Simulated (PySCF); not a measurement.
# Cost of excited-state runs on `C=CCC#C[C+](C)C`, [C$_{8}$H$_{11}$]+, charge +1

Geometry (Å), atoms numbered from 1 in this order:
```xyz
19

C     2.975    0.885    0.144
C     3.083   -0.416   -0.057
C     1.956   -1.339   -0.436
C     0.645   -0.817   -0.329
C    -0.478   -0.346   -0.216
C    -1.741    0.157   -0.099
C    -2.890   -0.634   -0.542
C    -1.947    1.489    0.472
H     2.035    1.405    0.051
H     3.829    1.483    0.405
H     4.039   -0.912    0.025
H     2.003   -2.253    0.174
H     2.103   -1.690   -1.468
H    -2.702   -1.705   -0.497
H    -3.076   -0.394   -1.596
H    -3.795   -0.369    0.001
H    -2.169    1.365    1.538
H    -1.063    2.120    0.401
H    -2.817    1.980    0.037
```

Total charge +1.

PySCF with density fitting, on 1 thread of an Arm Neoverse V2, shared host. Command: `OMP_NUM_THREADS=1 python excited_run.py task.json out`

Task: How long does each of these runs take, and how much memory?
- magnetisability and related constants, HF/pcSseg-1; isotopologues
- magnetisability and related constants, wB97X-D/STO-3G; grid level 3; SCF tolerance 1e-06 Eh

Result: 
| run | level | basis functions | wall time | peak memory (GiB) |
| --- | --- | --- | --- | --- |
| magnetisability and related constants | HF/pcSseg-1 | 191 | 14 s | 0.86 |
| magnetisability and related constants | wB97X-D/STO-3G | 51 | 9.7 s | 0.5 |

Times from a shared host are rough.
